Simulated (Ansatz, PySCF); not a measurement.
C2H4F2Si. Atoms are numbered in the order given.

```xyz
9

F      1.0327     1.8156     0.0000
C     -0.2287     1.3753     0.0000
C     -0.5132     0.0686     0.0000
F     -1.8271    -0.2718     0.0000
Si     0.6881    -1.3870     0.0000
H     -0.9842     2.1671     0.0000
H      2.0828    -0.8767     0.0000
H      0.4343    -2.2148     1.2118
H      0.4343    -2.2148    -1.2118
```

Coordinates come from a B3LYP-D3(BJ)/def2-SVP optimisation. The structure was generated by enumeration; whether it is a known compound was not checked.

Vertical ionisation energy (IE) and electron affinity (EA) in eV. Rows of orbital energies are one-electron estimates. Where ΔSCF, EOM or ADC give a negative EA the extra electron is unbound and the value depends on the basis.

| level | IE | EA |
|---|---|---|
| −ε(HOMO), −ε(LUMO), CAM-B3LYP/def2-TZVP (PySCF) | 8.93 | -0.65 |
| −ε(HOMO), −ε(LUMO), PBE/def2-TZVP (PySCF) | 6.24 | 1.42 |
| ΔSCF, PBE0/def2-SVPD (Ansatz), final states of multiplicity 2 and 2 | 9.93 | -1.34 |
| ΔSCF, PBE/def2-SVPD (Ansatz), final states of multiplicity 2 and 2 | 9.68 | -1.24 |

**Question.** What vertical singlet–triplet gap does ΔSCF give with PBE0/def2-SVPD (Ansatz, a quantum-chemistry and plane-wave program) and with PBE/def2-SVPD (Ansatz)? (Estimate from the structure and the level; the computed values follow.)

**Answer.** 3.92 and 4.01 eV (triplet above singlet where positive).
